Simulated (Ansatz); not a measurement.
C6H18GeOSi⁺, that is GeMe3(OSiMe3) with one electron fewer. Total charge 1; doublet. Geometry PBE0-D4/def2-SVP, that of the neutral singlet; atoms count from 1.

```xyz
27

Ge    1.047    0.459   -1.200
C     0.661    1.136   -2.979
H     0.064    0.404   -3.542
H     1.592    1.331   -3.533
H     0.089    2.073   -2.912
C     2.024    1.756   -0.121
H     2.982    2.015   -0.599
H     2.235    1.353    0.880
H     1.433    2.677   -0.006
C     1.972   -1.256   -1.253
H     1.345   -2.011   -1.751
H     2.200   -1.609   -0.237
H     2.918   -1.169   -1.809
O    -0.553    0.207   -0.450
Si   -1.248   -0.349    0.952
C    -0.837   -2.167    1.204
C    -3.099   -0.131    0.768
C    -0.624    0.640    2.426
H    -1.348   -2.568    2.094
H     0.245   -2.322    1.343
H    -1.153   -2.766    0.335
H    -3.474   -0.695   -0.100
H    -3.636   -0.484    1.663
H    -3.353    0.930    0.613
H     0.457    0.495    2.582
H    -0.803    1.717    2.280
H    -1.137    0.334    3.352
```

Problem. Estimate the Mulliken populations from the PBE0/def2-TZVP orbitals of Ansatz.

Solution. 
| atom | charge (e) | spin (α − β) |
| --- | --- | --- |
| Ge1 | 0.34 | -0.01 |
| C2 | -0.42 | -0.01 |
| H3 | 0.17 | 0.00 |
| H4 | 0.17 | 0.00 |
| H5 | 0.17 | 0.00 |
| C6 | -0.41 | 0.15 |
| H7 | 0.20 | 0.00 |
| H8 | 0.16 | 0.00 |
| H9 | 0.18 | 0.00 |
| C10 | -0.42 | 0.14 |
| H11 | 0.18 | 0.00 |
| H12 | 0.16 | 0.00 |
| H13 | 0.20 | 0.00 |
| O14 | -0.30 | 0.38 |
| Si15 | 0.37 | -0.01 |
| C16 | -0.42 | 0.17 |
| C17 | -0.44 | 0.00 |
| C18 | -0.43 | 0.15 |
| H19 | 0.19 | 0.01 |
| H20 | 0.16 | 0.00 |
| H21 | 0.18 | 0.00 |
| H22 | 0.16 | 0.00 |
| H23 | 0.16 | 0.00 |
| H24 | 0.16 | 0.00 |
| H25 | 0.15 | 0.00 |
| H26 | 0.18 | 0.00 |
| H27 | 0.19 | 0.01 |
Mulliken values and Mayer orders depend strongly on the basis.

Problem. Where does the spin sit?

Solution. Summed by element: Ge -0.01, C 0.61, H 0.02, O 0.38, Si -0.01, of 1 unpaired in all. Largest on single atoms: O14 0.38, C16 0.17, C18 0.15.

Problem. And the Mayer bond orders between bonded heavy atoms (over 0.3)?

Solution. Ge1–C2 1.04 (1.94 Å); Ge1–C6 0.89 (1.95 Å); Ge1–C10 0.90 (1.95 Å); Ge1–O14 0.86 (1.78 Å); O14–Si15 1.08 (1.66 Å); Si15–C16 0.92 (1.88 Å); Si15–C17 1.09 (1.87 Å); Si15–C18 0.93 (1.88 Å).
